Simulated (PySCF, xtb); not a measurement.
Si(F)2(OMe)(NH2) (CH₅F₂NOSi), SMILES N[Si](OC)(F)F. The values are those of a single conformer.

Harmonic wavenumbers (cm⁻¹) from GFN2-xTB in xtb at its own minimum, in rising order: 73, 76, 136, 175, 195, 234, 264, 292, 352, 498, 714, 791, 873, 904, 982, 1131, 1142, 1199, 1415, 1473, 1479, 1502, 2968, 2978, 2998, 3494, 3528.

### Question
What does PBE-D3(BJ)/def2-SVP run with PySCF 2.14.0 give at its own minimum? (Estimate from the structure and the level; the computed values follow.)

### Answer
67, 104, 157, 178, 234, 306, 327, 346, 383, 396, 694, 773, 887, 940, 955, 1122, 1140, 1180, 1419, 1425, 1429, 1484, 2937, 3017, 3048, 3510, 3607. Paired by order, the mean absolute difference is 33 cm⁻¹ and the zero-point energies are 45.6 and 45.8 kcal/mol.
